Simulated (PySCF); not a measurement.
Give a GFN2-xTB geometry of `c1cccnc1CO`.

```xyz
15
C6H7NO angstrom
O      2.752    0.065    0.869
C      1.755   -0.891    0.650
C      0.463   -0.283    0.176
C     -0.660   -1.057   -0.103
C     -1.808   -0.420   -0.536
C     -1.801    0.961   -0.674
C     -0.634    1.641   -0.372
N      0.467    1.036    0.041
H      2.353    0.925    0.657
H      2.106   -1.617   -0.099
H      1.570   -1.444    1.584
H     -0.625   -2.129    0.018
H     -2.698   -0.989   -0.763
H     -2.678    1.492   -1.008
H     -0.567    2.717   -0.462
```

Any rigid rotation of these coordinates is as good. Atoms count from 1 in this order. The 8 heavy atoms lie in one plane (0.000 Å rms). The 6-membered ring C3–C4–C5–C6–C7–N8 has internal angles of 118.1° to 123.1°; it is planar, 0.00 Å rms from its mean plane, widest ring torsion 0°. H9 on O1 lies 1.99 Å from N8, 4 bonds away (angle at H 120°; Bondi radii sum to 2.75 Å). The 5 C–C bonds span 1.382 Å (C4–C5, aromatic) to 1.505 Å (C2–C3, drawn single), a spread of 0.123 Å.

Bonds between heavy atoms (Å): O1–C2 1.399, C2–C3 1.505, C3–C4 1.392, C4–C5 1.382, C5–C6 1.388, C6–C7 1.384, C7–N8 1.323, C3–N8 1.326.

Structure optimised with GFN2-xTB, isolated species.

Point group: Cs (tolerance 0.08 Å). GFN2-xTB frequencies: not computed here. The numbers are those of one conformer (H–O1–C2–C3 0°, O1–C2–C3–C4 180°).
